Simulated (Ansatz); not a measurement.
Ansatz (a quantum-chemistry and plane-wave program) input (B3LYP-D3(BJ)/def2-TZVP):

Ansatz 0.2 input:
```yaml
crystal:
  periodic: [false, false, false]
  atoms:
    - {symbol: B, position_ang: [0.09430468, -0.35799188, -1.21042210]}
    - {symbol: H, position_ang: [-0.60782282, 0.07899554, -2.06759902]}
    - {symbol: H, position_ang: [0.87309333, -1.22082555, -1.47607758]}
    - {symbol: P, position_ang: [-0.13240901, 0.18225991, 0.57830281]}
    - {symbol: H, position_ang: [1.24934115, 0.19789069, 0.92124490]}
basis:
  gaussian:
    orbitals: def2-TZVP
hamiltonian:
  xc: b3lyp
  dispersion: d3bj
magnetization: {spin_polarized: true, initial_magnetization: 1}
phonons: {temperatures: {t_min: 298.15, t_max: 298.15, t_step: 100}}
```

Output:

```
Functional definition: B3LYP
integrals: 0.02 GiB planned
583 factors; their error is unknown
mean field: 0.24 GiB planned
mean field evaluation 1: about -10010.7771 eV, gradient 1.9e1 eV
mean field evaluation 2: about -10009.7218 eV, gradient 2.2e1 eV
mean field evaluation 4: about -10013.3120 eV, gradient 1.1e0 eV
mean field evaluation 8: about -10013.3212 eV, gradient 3.3e-2 eV
mean field evaluation 16: about -10013.3212 eV, gradient 1.1e-4 eV
mean field -10013.32120970 eV, -367.9827671837 hartree, gradient 2.4e-5 eV, S^2 0.754692; 0 other end points of the search recorded, 0 dependent functions left out
the calculation of the forces begins
reference -10013.32142799 eV, -367.9827752054 hartree; 12, 11 occupied and 74, 75 virtual orbitals, 583 factors
these checks for a lower state are left out or cut short: stability, starts, cluster_reference, orbital_swaps, neighbouring_geometries, increment
integrals: 0.02 GiB planned
583 factors; their error is unknown
mean field: 0.24 GiB planned
mean field -10013.32113234 eV, -367.9827643408 hartree, gradient 1.8e-6 eV, S^2 0.754692; 0 other end points of the search recorded, 0 dependent functions left out
the calculation of the forces begins
reference -10013.32135064 eV, -367.9827723631 hartree; 12, 11 occupied and 74, 75 virtual orbitals, 583 factors
these checks for a lower state are left out or cut short: stability, starts, cluster_reference, orbital_swaps, neighbouring_geometries, increment
integrals: 0.02 GiB planned
583 factors; their error is unknown
mean field: 0.24 GiB planned
mean field -10013.32113230 eV, -367.9827643393 hartree, gradient 2.2e-6 eV, S^2 0.754693; 0 other end points of the search recorded, 0 dependent functions left out
the calculation of the forces begins
reference -10013.32135057 eV, -367.9827723604 hartree; 12, 11 occupied and 74, 75 virtual orbitals, 583 factors
these checks for a lower state are left out or cut short: stability, starts, cluster_reference, orbital_swaps, neighbouring_geometries, increment
integrals: 0.02 GiB planned
583 factors; their error is unknown
mean field: 0.24 GiB planned
mean field evaluation 32: about -10013.3211 eV, gradient 8.9e-2 eV
mean field -10013.32114270 eV, -367.9827647214 hartree, gradient 2.6e-6 eV, S^2 0.754696; 0 other end points of the search recorded, 0 dependent functions left out
the calculation of the forces begins
reference -10013.32136099 eV, -367.9827727434 hartree; 12, 11 occupied and 74, 75 virtual orbitals, 583 factors
these checks for a lower state are left out or cut short: stability, starts, cluster_reference, orbital_swaps, neighbouring_geometries, increment
integrals: 0.02 GiB planned
583 factors; their error is unknown
mean field: 0.24 GiB planned
mean field -10013.32115079 eV, -367.9827650186 hartree, gradient 2.0e-6 eV, S^2 0.754689; 0 other end points of the search recorded, 0 dependent functions left out
the calculation of the forces begins
reference -10013.32136906 eV, -367.9827730400 hartree; 12, 11 occupied and 74, 75 virtual orbitals, 583 factors
these checks for a lower state are left out or cut short: stability, starts, cluster_reference, orbital_swaps, neighbouring_geometries, increment
integrals: 0.02 GiB planned
583 factors; their error is unknown
mean field: 0.24 GiB planned
mean field -10013.32110178 eV, -367.9827632174 hartree, gradient 1.5e-6 eV, S^2 0.754698; 0 other end points of the search recorded, 0 dependent functions left out
the calculation of the forces begins
reference -10013.32132005 eV, -367.9827712388 hartree; 12, 11 occupied and 74, 75 virtual orbitals, 583 factors
these checks for a lower state are left out or cut short: stability, starts, cluster_reference, orbital_swaps, neighbouring_geometries, increment
integrals: 0.02 GiB planned
[...]
mean field: 0.24 GiB planned
mean field -10013.32117774 eV, -367.9827660092 hartree, gradient 1.6e-6 eV, S^2 0.754694; 0 other end points of the search recorded, 0 dependent functions left out
the calculation of the forces begins
reference -10013.32139605 eV, -367.9827740320 hartree; 12, 11 occupied and 74, 75 virtual orbitals, 583 factors
these checks for a lower state are left out or cut short: stability, starts, cluster_reference, orbital_swaps, neighbouring_geometries, increment
integrals: 0.02 GiB planned
583 factors; their error is unknown
mean field: 0.24 GiB planned
mean field -10013.32118309 eV, -367.9827662059 hartree, gradient 1.6e-6 eV, S^2 0.754691; 0 other end points of the search recorded, 0 dependent functions left out
the calculation of the forces begins
reference -10013.32140137 eV, -367.9827742274 hartree; 12, 11 occupied and 74, 75 virtual orbitals, 583 factors
these checks for a lower state are left out or cut short: stability, starts, cluster_reference, orbital_swaps, neighbouring_geometries, increment
integrals: 0.02 GiB planned
583 factors; their error is unknown
mean field: 0.24 GiB planned
mean field -10013.32121336 eV, -367.9827673179 hartree, gradient 2.9e-6 eV, S^2 0.754693; 0 other end points of the search recorded, 0 dependent functions left out
the calculation of the forces begins
reference -10013.32143164 eV, -367.9827753398 hartree; 12, 11 occupied and 74, 75 virtual orbitals, 583 factors
these checks for a lower state are left out or cut short: stability, starts, cluster_reference, orbital_swaps, neighbouring_geometries, increment
integrals: 0.02 GiB planned
583 factors; their error is unknown
mean field: 0.24 GiB planned
mean field evaluation 128: about -10013.3211 eV, gradient 8.4e-2 eV
mean field -10013.32113971 eV, -367.9827646113 hartree, gradient 2.6e-6 eV, S^2 0.754692; 0 other end points of the search recorded, 0 dependent functions left out
the calculation of the forces begins
reference -10013.32135796 eV, -367.9827726321 hartree; 12, 11 occupied and 74, 75 virtual orbitals, 583 factors
these checks for a lower state are left out or cut short: stability, starts, cluster_reference, orbital_swaps, neighbouring_geometries, increment
integrals: 0.02 GiB planned
583 factors; their error is unknown
mean field: 0.24 GiB planned
mean field -10013.32114877 eV, -367.9827649445 hartree, gradient 2.4e-6 eV, S^2 0.754692; 0 other end points of the search recorded, 0 dependent functions left out
the calculation of the forces begins
reference -10013.32136708 eV, -367.9827729671 hartree; 12, 11 occupied and 74, 75 virtual orbitals, 583 factors
these checks for a lower state are left out or cut short: stability, starts, cluster_reference, orbital_swaps, neighbouring_geometries, increment
integrals: 0.02 GiB planned
583 factors; their error is unknown
mean field: 0.24 GiB planned
mean field -10013.32121334 eV, -367.9827673175 hartree, gradient 2.2e-6 eV, S^2 0.754690; 0 other end points of the search recorded, 0 dependent functions left out
the calculation of the forces begins
reference -10013.32143164 eV, -367.9827753398 hartree; 12, 11 occupied and 74, 75 virtual orbitals, 583 factors
these checks for a lower state are left out or cut short: stability, starts, cluster_reference, orbital_swaps, neighbouring_geometries, increment
integrals: 0.02 GiB planned
583 factors; their error is unknown
mean field: 0.24 GiB planned
mean field -10013.32119381 eV, -367.9827665997 hartree, gradient 2.2e-6 eV, S^2 0.754694; 0 other end points of the search recorded, 0 dependent functions left out
the calculation of the forces begins
reference -10013.32141208 eV, -367.9827746208 hartree; 12, 11 occupied and 74, 75 virtual orbitals, 583 factors
these checks for a lower state are left out or cut short: stability, starts, cluster_reference, orbital_swaps, neighbouring_geometries, increment
integrals: 0.02 GiB planned
583 factors; their error is unknown
mean field: 0.24 GiB planned
mean field -10013.32119268 eV, -367.9827665580 hartree, gradient 1.4e-6 eV, S^2 0.754689; 0 other end points of the search recorded, 0 dependent functions left out
the calculation of the forces begins
reference -10013.32141100 eV, -367.9827745811 hartree; 12, 11 occupied and 74, 75 virtual orbitals, 583 factors
these checks for a lower state are left out or cut short: stability, starts, cluster_reference, orbital_swaps, neighbouring_geometries, increment
integrals: 0.02 GiB planned
583 factors; their error is unknown
mean field: 0.24 GiB planned
mean field evaluation 160: about -10013.3211 eV, gradient 1.0e-4 eV
mean field -10013.32113058 eV, -367.9827642759 hartree, gradient 1.4e-6 eV, S^2 0.754695; 0 other end points of the search recorded, 0 dependent functions left out
the calculation of the forces begins
reference -10013.32134882 eV, -367.9827722963 hartree; 12, 11 occupied and 74, 75 virtual orbitals, 583 factors
these checks for a lower state are left out or cut short: stability, starts, cluster_reference, orbital_swaps, neighbouring_geometries, increment
integrals: 0.02 GiB planned
583 factors; their error is unknown
mean field: 0.24 GiB planned
mean field -10013.32115693 eV, -367.9827652442 hartree, gradient 2.6e-6 eV, S^2 0.754693; 0 other end points of the search recorded, 0 dependent functions left out
the calculation of the forces begins
reference -10013.32137522 eV, -367.9827732665 hartree; 12, 11 occupied and 74, 75 virtual orbitals, 583 factors
these checks for a lower state are left out or cut short: stability, starts, cluster_reference, orbital_swaps, neighbouring_geometries, increment
integrals: 0.02 GiB planned
583 factors; their error is unknown
mean field: 0.24 GiB planned
mean field -10013.32114551 eV, -367.9827648247 hartree, gradient 2.0e-6 eV, S^2 0.754692; 0 other end points of the search recorded, 0 dependent functions left out
the calculation of the forces begins
reference -10013.32136378 eV, -367.9827728459 hartree; 12, 11 occupied and 74, 75 virtual orbitals, 583 factors
these checks for a lower state are left out or cut short: stability, starts, cluster_reference, orbital_swaps, neighbouring_geometries, increment
integrals: 0.02 GiB planned
583 factors; their error is unknown
mean field: 0.24 GiB planned
mean field -10013.32121229 eV, -367.9827672789 hartree, gradient 2.5e-6 eV, S^2 0.754693; 0 other end points of the search recorded, 0 dependent functions left out
the calculation of the forces begins
reference -10013.32143057 eV, -367.9827753004 hartree; 12, 11 occupied and 74, 75 virtual orbitals, 583 factors
these checks for a lower state are left out or cut short: stability, starts, cluster_reference, orbital_swaps, neighbouring_geometries, increment
integrals: 0.02 GiB planned
583 factors; their error is unknown
mean field: 0.24 GiB planned
mean field -10013.32120389 eV, -367.9827669702 hartree, gradient 2.4e-6 eV, S^2 0.754691; 0 other end points of the search recorded, 0 dependent functions left out
the calculation of the forces begins
reference -10013.32142218 eV, -367.9827749921 hartree; 12, 11 occupied and 74, 75 virtual orbitals, 583 factors
these checks for a lower state are left out or cut short: stability, starts, cluster_reference, orbital_swaps, neighbouring_geometries, increment
integrals: 0.02 GiB planned
583 factors; their error is unknown
mean field: 0.24 GiB planned
mean field evaluation 192: about -10013.3212 eV, gradient 2.4e-6 eV
mean field -10013.32121389 eV, -367.9827673376 hartree, gradient 2.4e-6 eV, S^2 0.754692; 0 other end points of the search recorded, 0 dependent functions left out
the calculation of the forces begins
reference -10013.32143217 eV, -367.9827753593 hartree; 12, 11 occupied and 74, 75 virtual orbitals, 583 factors
these checks for a lower state are left out or cut short: stability, starts, cluster_reference, orbital_swaps, neighbouring_geometries, increment
integrals: 0.02 GiB planned
583 factors; their error is unknown
mean field: 0.24 GiB planned
mean field -10013.32118887 eV, -367.9827664179 hartree, gradient 2.0e-6 eV, S^2 0.754692; 0 other end points of the search recorded, 0 dependent functions left out
the calculation of the forces begins
reference -10013.32140715 eV, -367.9827744396 hartree; 12, 11 occupied and 74, 75 virtual orbitals, 583 factors
Total energy: -10013.44969594 eV, -367.9874889658 hartree
Atom 0 at     0.094305    -0.357992    -1.210422 Å, force     0.000880     0.000134    -0.000016 eV/Å
Atom 1 at    -0.607823     0.078996    -2.067599 Å, force    -0.000140    -0.000094     0.000229 eV/Å
Atom 2 at     0.873093    -1.220826    -1.476078 Å, force    -0.000339    -0.000070    -0.000123 eV/Å
Atom 3 at    -0.132409     0.182260     0.578303 Å, force    -0.000378     0.000022     0.000113 eV/Å
Atom 4 at     1.249341     0.197891     0.921245 Å, force    -0.000023     0.000007    -0.000203 eV/Å
Dipole moment:     0.110216     0.014573    -0.006741 e Å
Vibrations: 374.70 573.56 643.36 732.05 949.83 1169.05 2355.20 2580.75 2665.84 cm⁻¹, zero-point energy 0.746654 eV
```

It need not be the lowest isomer of its formula.
